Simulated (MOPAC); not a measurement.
MOPAC input (PM7):

```
PM7 1SCF UHF MS=0.5 GEO-OK AUX(PRECISION=9) THREADS=1
C3H2F3

C    -1.87478400 1   -0.18471500 1    0.29341600 1
C    -0.66567400 1    0.14145800 1   -0.25313400 1
F    -0.62670500 1    0.81882000 1   -1.42159800 1
C     0.57897500 1   -0.15041800 1    0.26742500 1
F     1.71730400 1    0.18533100 1   -0.29661000 1
F     0.74019600 1   -0.80562700 1    1.40036600 1
H    -1.92370600 1   -0.72489800 1    1.22500200 1
H    -2.78455800 1    0.10024100 1   -0.21066900 1
```

Output:

```
 *******************************************************************************
 **                                                                           **
 **                              MOPAC v23.2.5                                **
 **                                                                           **
 *******************************************************************************
 ** MOPAC's Digital Object Identifier: https://doi.org/10.5281/zenodo.6511958 **
 **                                                                           **
 ** Please cite the open-source release paper for use of this MOPAC version:  **
 ** J. E. Moussa and J. J. P. Stewart (2026)                                  **
 ** MOPAC: An open-source semiempirical molecular orbital program             **
 ** J. Open Source Softw., 11(119), 8025, https://doi.org/10.21105/joss.08025 **
 *******************************************************************************

                              PM7 CALCULATION RESULTS

 *******************************************************************************
 *  PM7        - The PM7 Hamiltonian to be used
 *  GEO-OK     - OVERRIDE INTERATOMIC DISTANCE AND OTHER SAFETY CHECKS
 *  UHF        - UNRESTRICTED HARTREE-FOCK CALCULATION
 *  MS=        - IN MECI, MAGNETIC COMPONENT OF SPIN =  0.5
 *  1SCF       - DO 1 SCF AND THEN STOP
 *  AUX        - OUTPUT AUXILIARY INFORMATION
 *******************************************************************************
PM7 1SCF UHF MS=0.5 GEO-OK AUX(PRECISION=9) THREADS=1
 C3H2F3

   ATOM   CHEMICAL          X               Y               Z
  NUMBER   SYMBOL      (ANGSTROMS)     (ANGSTROMS)     (ANGSTROMS)

     1       C         -1.87478400  *  -0.18471500  *   0.29341600  *
     2       C         -0.66567400  *   0.14145800  *  -0.25313400  *
     3       F         -0.62670500  *   0.81882000  *  -1.42159800  *
     4       C          0.57897500  *  -0.15041800  *   0.26742500  *
     5       F          1.71730400  *   0.18533100  *  -0.29661000  *
     6       F          0.74019600  *  -0.80562700  *   1.40036600  *
     7       H         -1.92370600  *  -0.72489800  *   1.22500200  *
     8       H         -2.78455800  *   0.10024100  *  -0.21066900  *

          CARTESIAN COORDINATES

    NO.       ATOM           X           Y           Z

     1         C         -1.8748     -0.1847      0.2934
     2         C         -0.6657      0.1415     -0.2531
     3         F         -0.6267      0.8188     -1.4216
     4         C          0.5790     -0.1504      0.2674
     5         F          1.7173      0.1853     -0.2966
     6         F          0.7402     -0.8056      1.4004
     7         H         -1.9237     -0.7249      1.2250
     8         H         -2.7846      0.1002     -0.2107

 General Reference for PM7:
 "Optimization of Parameters for Semiempirical Methods VI: More Modifications to the
 NDDO Approximations and Re-optimization of Parameters", J. J. P. Stewart, J. Mol. Mod., 1:32, 19 (2013)
 https://link.springer.com/article/10.1007/s00894-012-1667-x

           Empirical Formula: C3 H2 F3  =     8 atoms

      MOLECULAR POINT GROUP   :   Cs

          UHF CALCULATION, NO. OF ALPHA ELECTRONS =   18
                           NO. OF BETA  ELECTRONS =   17

 -------------------------------------------------------------------------------
 PM7 1SCF UHF MS=0.5 GEO-OK AUX(PRECISION=9) THREADS=1
 C3H2F3

     1SCF WAS SPECIFIED, SO BFGS WAS NOT USED
     SCF FIELD WAS ACHIEVED

                              PM7 CALCULATION
                                                       MOPAC v23.2.5 Linux

          FINAL HEAT OF FORMATION =       -107.59514 KCAL/MOL =    -450.17806 KJ/MOL

          COSMO AREA              =        110.98 SQUARE ANGSTROMS
          COSMO VOLUME            =         95.96 CUBIC ANGSTROMS

          IONIZATION POTENTIAL    =          9.699729 EV
          ALPHA SOMO LUMO (EV)    =         -9.700  0.042
          BETA  SOMO LUMO (EV)    =        -11.671 -1.193
          NO. OF ALPHA ELECTRONS  =         18
          NO. OF BETA  ELECTRONS  =         17
          MOLECULAR WEIGHT        =         95.0440         POINT GROUP:  Cs

          MOLECULAR DIMENSIONS (Angstroms)

            Atom       Atom       Distance
            H     8    F     5     4.50349
            F     6    F     3     3.29052
            C     1    F     3     0.00000

          SCF CALCULATIONS        =          1

   ATOM   CHEMICAL          X               Y               Z
  NUMBER   SYMBOL      (ANGSTROMS)     (ANGSTROMS)     (ANGSTROMS)

     1       C         -1.87478400  *  -0.18471500  *   0.29341600  *
     2       C         -0.66567400  *   0.14145800  *  -0.25313400  *
     3       F         -0.62670500  *   0.81882000  *  -1.42159800  *
     4       C          0.57897500  *  -0.15041800  *   0.26742500  *
     5       F          1.71730400  *   0.18533100  *  -0.29661000  *
     6       F          0.74019600  *  -0.80562700  *   1.40036600  *
     7       H         -1.92370600  *  -0.72489800  *   1.22500200  *
     8       H         -2.78455800  *   0.10024100  *  -0.21066900  *

                             CARTESIAN COORDINATES

   1    C       -1.874784000    -0.184715000     0.293416000
   2    C       -0.665674000     0.141458000    -0.253134000
   3    F       -0.626705000     0.818820000    -1.421598000
   4    C        0.578975000    -0.150418000     0.267425000
   5    F        1.717304000     0.185331000    -0.296610000
   6    F        0.740196000    -0.805627000     1.400366000
   7    H       -1.923706000    -0.724898000     1.225002000
   8    H       -2.784558000     0.100241000    -0.210669000

           Empirical Formula: C3 H2 F3  =     8 atoms

      MOLECULAR POINT GROUP   :   Cs

          ALPHA EIGENVALUES
 -42.34533 -42.28371 -41.54842 -28.64028 -24.51909 -20.75353 -19.22845 -18.44232
 -18.34219 -16.97201 -16.85260 -16.81770 -16.50782 -16.04816 -14.83481 -14.24062
 -12.40826  -9.69973   0.04233   1.49725   1.77605   3.04125   3.36627   4.13713
   5.28957   5.45116

           BETA EIGENVALUES
 -42.29175 -42.22316 -41.56403 -28.53816 -24.24825 -20.66287 -19.16997 -18.38080
 -18.12632 -17.01574 -16.85030 -16.66914 -16.49821 -16.03870 -14.74934 -14.12588
 -11.67119  -1.19295   0.94174   1.61407   1.90167   3.14922   3.47738   4.23251
   5.40253   5.62334

              NET ATOMIC CHARGES AND DIPOLE CONTRIBUTIONS

  ATOM NO.   TYPE          CHARGE      No. of ELECS.   s-Pop       p-Pop
    1          C          -0.298675        4.2987     1.10797     3.19071
    2          C           0.106987        3.8930     1.07952     2.81349
    3          F          -0.136284        7.1363     1.97066     5.16562
    4          C           0.207194        3.7928     1.12586     2.66695
    5          F          -0.107659        7.1077     1.96625     5.14141
    6          F          -0.121388        7.1214     1.96666     5.15472
    7          H           0.174025        0.8260     0.82597
    8          H           0.175799        0.8242     0.82420
 DIPOLE           X         Y         Z       TOTAL
 POINT-CHG.    -1.945    -0.495     0.829     2.171
 HYBRID         0.530     0.075    -0.123     0.549
 SUM           -1.415    -0.420     0.706     1.636

          ATOMIC ORBITAL ELECTRON POPULATIONS

     Atom    s        px        py        pz
    1  C   1.10797   1.04963   1.04359   1.09749
    2  C   1.07952   0.94991   0.98927   0.87431
    3  F   1.97066   1.98664   1.77981   1.39917
    4  C   1.12586   0.84642   0.97940   0.84112
    5  F   1.96625   1.40984   1.90854   1.82302
    6  F   1.96666   1.96741   1.77520   1.41212
    7  H   0.82597
    8  H   0.82420

                    (SZ)    =    0.500000
                    (S**2)  =    0.871336

          ATOMIC ORBITAL SPIN POPULATIONS

    Atom   Total    s     px     py     pz
         Atomic
    1  C  0.6806  0.017  0.024  0.468  0.171
    2  C -0.3844 -0.017 -0.028 -0.248 -0.092
    3  F -0.0055 -0.000 -0.001 -0.008  0.004
    4  C  0.7110  0.022  0.020  0.492  0.177
    5  F  0.0191  0.001 -0.013  0.026  0.006
    6  F  0.0177  0.000 -0.000  0.022 -0.004
    7  H -0.0191 -0.019
    8  H -0.0194 -0.019

 **********************
 *                    *
 * JOB ENDED NORMALLY *
 *                    *
 **********************

 == MOPAC DONE ==
```

The geometry given is a B3LYP-D3(BJ)/def2-TZVP minimum.

The determinant is spin-contaminated: <S^2> is 0.87 against 0.75 for a pure state.
